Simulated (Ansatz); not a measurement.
Two members of one family (Onium cations), computed with Ansatz in the gas phase. The two geometries come from different levels. The structures are stationary points that may keep the symmetry of their start.

First: phenacyltetrahydrothiophenium (singlet, charge 1, PBE-D4/def2-SVP geometry).

```xyz
29

O    -0.5312   -1.6703    0.8662
C    -0.7942   -0.7798    0.0538
C    -0.2890    0.6316    0.4047
S     0.3793    0.4771    2.1020
C     1.2112    2.1257    2.3139
C     2.6413    1.9515    1.7998
C     3.0902    0.5580    2.2550
C     1.9878   -0.4279    1.8610
C    -1.5361   -0.9835   -1.1971
C    -2.0056   -2.2889   -1.4846
C    -2.7163   -2.5317   -2.6612
C    -2.9625   -1.4794   -3.5632
C    -2.4998   -0.1809   -3.2877
C    -1.7899    0.0701   -2.1091
H    -1.1040    1.3829    0.4558
H     0.4957    1.0028   -0.2856
H     0.6022    2.8957    1.8044
H     1.1708    2.3127    3.4056
H     2.6691    2.0338    0.6926
H     3.2917    2.7550    2.1991
H     3.2433    0.5435    3.3540
H     4.0480    0.2494    1.7908
H     2.0164   -0.7232    0.7955
H     1.9198   -1.3444    2.4753
H    -1.7990   -3.0932   -0.7626
H    -3.0841   -3.5442   -2.8832
H    -3.5247   -1.6728   -4.4897
H    -2.6953    0.6377   -3.9964
H    -1.4350    1.0926   -1.9091
```

| level | HOMO (eV) | LUMO (eV) | gap (eV) |
| --- | --- | --- | --- |
| PBE-D4/def2-SVP | -9.63 | -6.29 | 3.34 |
| r2SCAN-D4/def2-TZVP | -9.83 | -6.23 | 3.60 |
| B3LYP-D4/6-31G | -10.18 | -5.41 | 4.78 |
| PBE0-D4/def2-SVP | -10.61 | -5.41 | 5.20 |
| PBE0-D4/def2-TZVP | -10.60 | -5.45 | 5.15 |

Second: N-butyl-N-methylpyrrolidinium (singlet, charge 1, r2SCAN-D4/def2-SVP geometry).

```xyz
30

C     1.703    3.752    0.603
C     0.545    2.904    0.093
C     0.876    1.408    0.090
C    -0.290    0.604   -0.458
N    -0.153   -0.904   -0.363
C     1.141   -1.358   -0.958
C    -1.318   -1.570   -1.105
C    -1.706   -2.755   -0.243
C    -1.580   -2.170    1.162
C    -0.271   -1.394    1.093
H     1.974    3.481    1.637
H     1.440    4.820    0.599
H     2.600    3.628   -0.024
H    -0.351    3.076    0.716
H     0.272    3.219   -0.930
H     1.124    1.089    1.119
H     1.780    1.243   -0.522
H    -0.450    0.826   -1.526
H    -1.222    0.850    0.076
H     1.242   -0.932   -1.965
H     1.135   -2.455   -1.014
H     1.971   -1.026   -0.325
H    -2.133   -0.833   -1.144
H    -0.997   -1.798   -2.130
H    -1.014   -3.602   -0.388
H    -2.718   -3.112   -0.483
H    -2.426   -1.495    1.376
H    -1.553   -2.927    1.960
H     0.594   -2.042    1.288
H    -0.213   -0.527    1.764
```

Estimate the same table for the second.


```
              level  HOMO (eV)  LUMO (eV)  gap (eV)
    PBE-D4/def2-SVP     -11.08      -3.74      7.34
r2SCAN-D4/def2-TZVP     -11.45      -3.47      7.99
     B3LYP-D4/6-31G     -12.24      -2.67      9.57
   PBE0-D4/def2-SVP     -12.52      -2.82      9.70
  PBE0-D4/def2-TZVP     -12.55      -3.15      9.41
```
